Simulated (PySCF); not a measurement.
Run record: geometry optimisation, trans-[RuO2(OH)4]2-, `[O]=[Ru-2](=[O])([OH])([OH])([OH])[OH]`.

Method: PBE0-D3(BJ)/def2-SVP geometry optimisation, gas phase, def2 core potentials past Kr (PySCF 2.14.0). Start geometry: GFN2-xTB. A driver script takes a list of jobs; this job's settings line and coordinates (Å) are shown.

Input:
```
{"job": {"xc": "PBE0", "basis": "def2-SVP", "d3": "d3bj", "grid": 1, "maxiter": 40, "kind": "geom"}, "charge": -2, "multiplicity": 1}
Ru     0.000400    -0.000000    -0.000170
O      0.025670     0.012480     1.610040
O     -0.026240    -0.012610    -1.610280
O      2.093290    -0.127710    -0.032620
H      2.378900     0.793520    -0.045020
O     -2.092770     0.127040     0.032230
H     -2.379690    -0.793520     0.042560
O      0.127380     2.093240    -0.018190
H     -0.793650     2.379130    -0.001860
O     -0.127360    -2.093010     0.017690
H      0.794080    -2.378570     0.005630
```

**Question.** Estimate the output.

**Answer.** 
```
step   0  E = -547.67386154  max force = 0.126929
step   1  E = -547.70200757  max force = 0.024556
step   2  E = -547.70335725  max force = 0.006514
step   3  E = -547.70352002  max force = 0.002102
step   4  E = -547.70344570  max force = 0.001758
step   5  E = -547.70355545  max force = 0.000489
step   6  E = -547.70356394  max force = 0.000085
optimisation converged
```

Energies in Eh; «max force» is the largest Cartesian gradient component in Eh/bohr.

**Question.** Give the first gradient maximum in eV/Å.

**Answer.** With 1 Eh/bohr = 51.422 eV/Å, 6.527 eV/Å.

**Question.** How much energy does the optimisation release, in kcal/mol?

**Answer.** E(step 0) − E(last step) = 0.029702 Eh, which is 18.6 kcal/mol.

In short: final energy -547.70356 Eh after 6 steps.

**Question.** Give the final coordinates.

**Answer.** 0.113 Å rms from the input after alignment:
```
atom  x, y, z in Å
Ru1   -0.0001   -0.0002   -0.0003
O2     0.0172    0.0107    1.7161
O3    -0.0171   -0.0103   -1.7167
O4     2.0224   -0.1530   -0.0201
H5     2.2242    0.7911   -0.0317
O6    -2.0226    0.1530    0.0199
H7    -2.2245   -0.7911    0.0306
O8     0.1539    2.0223   -0.0144
H9    -0.7901    2.2246   -0.0033
O10   -0.1536   -2.0226    0.0141
H11    0.7905   -2.2246    0.0059
```

The ion is multiply charged and computed in the gas phase, without counter-ions or solvent; whether it holds all its electrons wasn't checked.

Hardware: an Arm Neoverse V1 with one thread, no GPU (shared host). Cost: 71 s wall.
Labels such as C1 count atoms from 1, the log's own numbers from 0.
